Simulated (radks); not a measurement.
Fractional charge and spin in the 5p shell of iridium: the spin-up occupation runs from 2 to 3 and the spin-down occupation from 2 to 3; the fullest corner is Ir2+, [Kr] 4d10 4f14 5s2 5d(up 3.5, down 3.5) 5p(up 3, down 3). Method: scalar-relativistic Kohn-Sham, PBEsol, spin-polarised, spherical densities, point nucleus; computed with a radial shooting solver on a logarithmic mesh with Libxc functionals. Energy (eV) minus the two flat planes that join the four corners (they meet along the diagonal where the two added fractions sum to one electron); zero is where a piecewise linear energy would lie.

| down \ up | 2 | 2.25 | 2.5 | 2.75 | 3 |
|---|---|---|---|---|---|
| 2 | 0.000 | -1.524 | -2.022 | -1.509 | 0.000 |
| 2.25 | -1.524 | -1.963 | -1.392 | 0.174 | -1.416 |
| 2.5 | -2.022 | -1.392 | 0.232 | -1.301 | -1.875 |
| 2.75 | -1.509 | 0.174 | -1.301 | -1.818 | -1.396 |
| 3 | 0.000 | -1.416 | -1.875 | -1.396 | 0.000 |

Corners above the fullest one (they belong to Ir3+ and the next ion): (up 3, down 2) 79.769 eV, (up 2, down 3) 79.769 eV, (up 2, down 2) 176.07 eV. With half an added electron in each spin the energy lies 0.232 eV from the planes, and with half an added electron in spin up alone -2.022 eV. The planes are only a guide here: the flat-plane condition holds for ground states with one frontier orbital, while this shell lies below other occupied shells, so the corners above the fullest one are inner-hole states and not the ground states of those ions.
